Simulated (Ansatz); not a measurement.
Relaxation of CH₁₁NSi₃ (16 atoms, charge 0, multiplicity 1), to a largest force component of 0.02 eV/Å in at most 40 steps.

Method: UKS PBE0-D4/STO-3G (Ansatz).

```xyz
16
Properties=species:S:1:pos:R:3:forces:R:3
N 0.444 1.750 -0.853 -2.00 3.68 -0.13
Si 0.423 0.140 -0.432 3.79 -3.42 -0.47
Si 2.526 -0.550 0.270 0.38 0.70 1.03
C -0.694 -0.209 0.927 -3.53 -0.22 0.61
Si -2.435 -0.462 0.165 -0.89 0.18 1.53
H 1.080 1.996 -1.599 1.38 0.17 -0.91
H -0.479 2.043 -1.268 0.33 0.01 0.56
H 0.153 -0.570 -1.688 -0.39 -0.47 0.58
H 2.940 0.173 1.579 -0.59 -1.09 -1.94
H 3.562 -0.247 -0.753 -0.62 -0.33 0.73
H 2.531 -2.016 0.561 0.04 1.17 -0.30
H -0.464 -1.124 1.483 0.25 0.19 -0.09
H -0.828 0.617 1.652 0.57 -0.37 -0.41
H -2.480 -1.625 -0.700 0.09 0.19 0.04
H -2.876 0.729 -0.575 0.36 -0.54 0.21
H -3.425 -0.668 1.275 0.82 0.13 -1.05
```

Task: Where does it end, and by what steps?

Result: The forces met the threshold. The force dipped under the threshold on the way, but the program's further checks kept it going. Limits of this set-up: minimal basis. After 16 steps the energy has fallen by 0.926 eV; H14 moved furthest, 0.55 Å.

| step | energy less start (eV) | largest force component (eV/Å) | accepted |
| --- | --- | --- | --- |
| 0 | 0.0000 | 3.789 | yes |
| 1 | -0.7816 | 1.597 | yes |
| 2 | -0.8820 | 0.538 | yes |
| 3 | -0.8874 | 1.007 | yes |
| 4 | -0.9079 | 0.257 | yes |
| 5 | -0.9126 | 0.336 | yes |
| 6 | -0.9188 | 0.149 | yes |
| 7 | -0.9214 | 0.059 | yes |
| 8 | -0.9235 | 0.095 | yes |
| 9 | -0.9240 | 0.062 | yes |
| 10 | -0.9250 | 0.044 | yes |
| 11 | -0.9247 | 0.114 | no |
| 12 | -0.9253 | 0.014 | yes |
| 13 | -0.9255 | 0.041 | yes |
| 14 | -0.9256 | 0.034 | yes |
| 15 | -0.9258 | 0.022 | yes |
| 16 | -0.9258 | 0.012 | yes |

```xyz
16
Properties=species:S:1:pos:R:3
N 0.361 1.643 -0.917
Si 0.533 -0.070 -0.446
Si 2.621 -0.380 0.333
C -0.781 -0.430 0.840
Si -2.540 -0.253 0.235
H 1.053 1.866 -1.672
H -0.563 1.781 -1.393
H 0.297 -0.969 -1.566
H 2.845 0.345 1.560
H 3.604 0.058 -0.629
H 2.863 -1.779 0.596
H -0.640 -1.449 1.213
H -0.630 0.235 1.696
H -2.797 -1.198 -0.826
H -2.771 1.075 -0.282
H -3.479 -0.497 1.304
```

Whether the end is a true minimum wasn't checked by a vibrational analysis.

Time of the run: 54 s on 1 thread of Intel(R) Xeon(R) 6975P-C (Granite Rapids), on a shared host, peak memory 0.22 GiB.
